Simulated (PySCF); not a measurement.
F$_{3}$Sc, singlet, geometry from GFN2-xTB of the parent state (such geometries of metal compounds can be far from the true shape) (the multiplicity is a formal guess); HF/6-31G** in PySCF.

PySCF was given this input:
```python
from pyscf import gto, scf

mol = gto.M(
    atom='''
Sc   -0.000000   -0.000000    0.000000
F    -1.557883   -0.965533    0.065918
F    -0.001039    1.695831   -0.698394
F     1.558922   -0.730298    0.632476
''',
    basis='6-31g**',
    charge=0,
    spin=0,
    verbose=4,
)

mf = scf.RHF(mol)
mf.kernel()
```

Question: Predict the main parts of the log of this PySCF run.

Answer: 
```
PySCF version 2.14.0

[INPUT] verbose = 4
[INPUT] num. atoms = 4
[INPUT] num. electrons = 48
[INPUT] charge = 0
[INPUT] spin (= nelec alpha-beta = 2S) = 0
[INPUT] symmetry False subgroup None
[INPUT] Mole.unit = angstrom
[INPUT] Symbol           X                Y                Z      unit          X                Y                Z       unit  Magmom
[INPUT]  1 Sc     0.000000000000   0.000000000000   0.000000000000 AA    0.000000000000   0.000000000000   0.000000000000 Bohr   0.0
[INPUT]  2 F     -1.557883000000  -0.965533000000   0.065918000000 AA   -2.943972204116  -1.824592934230   0.124566966679 Bohr   0.0
[INPUT]  3 F     -0.001039000000   1.695831000000  -0.698394000000 AA   -0.001963425443   3.204656143547  -1.319773387039 Bohr   0.0
[INPUT]  4 F      1.558922000000  -0.730298000000   0.632476000000 AA    2.945935629559  -1.380063209318   1.195206420360 Bohr   0.0

nuclear repulsion = 204.0799460509
number of shells = 30
number of NR pGTOs = 178
number of NR cGTOs = 76
basis = 6-31g**
ecp = {}

******** <class 'pyscf.scf.hf.RHF'> ********
method = RHF
initial guess = minao
damping factor = 0
level_shift factor = 0
DIIS = <class 'pyscf.scf.diis.CDIIS'>
diis_start_cycle = 1
diis_space = 8
diis_damp = 0
SCF conv_tol = 1e-09
SCF conv_tol_grad = None
SCF max_cycles = 50
direct_scf = True
direct_scf_tol = 1e-13
Set gradient conv threshold to 3.16228e-05
Initial guess from minao.
init E= -1057.64183691994
  HOMO = -0.742295940941683  LUMO = -0.183848638295283  gap/eV = 15.19613
cycle= 1 E= -1058.14848151468  delta_E= -0.507  |g|= 0.897  |ddm|=  1.9
  HOMO = -0.48018068055197  LUMO = 0.00215234325426517  gap/eV = 13.12495
cycle= 2 E= -1058.22458598826  delta_E= -0.0761  |g|= 0.645  |ddm|= 0.798
  HOMO = -0.586618147782574  LUMO = 0.0214264733618346  gap/eV = 16.54574
cycle= 3 E= -1058.28881415409  delta_E= -0.0642  |g|= 0.0293  |ddm|= 0.338
  HOMO = -0.586886751628983  LUMO = 0.0213301625607181  gap/eV = 16.55043
cycle= 4 E= -1058.28929815847  delta_E= -0.000484  |g|= 0.00843  |ddm|= 0.0435
  HOMO = -0.586511235326204  LUMO = 0.0224731556265101  gap/eV = 16.57131
cycle= 5 E= -1058.28933701937  delta_E= -3.89e-05  |g|= 0.00184  |ddm|= 0.0148
  HOMO = -0.586760654720585  LUMO = 0.0222697697595939  gap/eV = 16.57256
cycle= 6 E= -1058.28933926845  delta_E= -2.25e-06  |g|= 0.000365  |ddm|= 0.00352
  HOMO = -0.586815429639396  LUMO = 0.0222690156566672  gap/eV = 16.57403
cycle= 7 E= -1058.28933935391  delta_E= -8.55e-08  |g|= 8.44e-05  |ddm|= 0.000591
  HOMO = -0.586832747250781  LUMO = 0.0222701061249908  gap/eV = 16.57453
cycle= 8 E= -1058.28933935884  delta_E= -4.93e-09  |g|= 1.94e-05  |ddm|= 0.000149
  HOMO = -0.586835141408645  LUMO = 0.0222705193781483  gap/eV = 16.57461
cycle= 9 E= -1058.28933935909  delta_E= -2.5e-10  |g|= 1.75e-06  |ddm|= 4.01e-05
  HOMO = -0.586835250587646  LUMO = 0.0222706450944554  gap/eV = 16.57462
Extra cycle  E= -1058.2893393591  delta_E= -1.36e-12  |g|= 6.58e-07  |ddm|= 2.19e-06
converged SCF energy = -1058.2893393591
```
